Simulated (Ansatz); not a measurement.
Molecule: C$_{3}$H$_{4}$Cl, net charge -1, singlet state. It need not be the lowest isomer of its formula. Whether it binds its extra electron was not tested at this geometry. 
Coordinates optimised at B3LYP-D3(BJ)/def2-TZVP (Ansatz, a first-principles code):
```
C
C 1 1.3410
H 1 1.0924 2 124.71
C 1 1.5089 3 116.10 2 -180.00
H 4 1.0932 1 109.60 3 180.00
H 4 1.0999 5 107.90 1 -122.68
H 4 1.0999 5 107.90 6 -114.64
Cl 2 1.9539 1 107.60 3 0.00
```
Charge -1, spin multiplicity 1.

Basis-set convergence of Hartree-Fock and CCSD(T) correlation energies (hartree) with Ansatz. Valence correlation only, unless marked. Spin-orbit coupling is left out. No relativistic terms. This anion needs diffuse functions, which these sets lack.

```tsv
basis	functions	E(HF)	E(corr, CCSD(T))
cc-pV(D+d)Z	85	-575.37009	-0.61417
cc-pV(T+d)Z	185	-575.41921	-0.76885
cc-pV(Q+d)Z	349	[?]	[?]
```

Task: Some entries are withheld; supply them.

Result: 
- cc-pV(Q+d)Z, E(HF): -575.43243
- cc-pV(Q+d)Z, E(corr, CCSD(T)): -0.81862
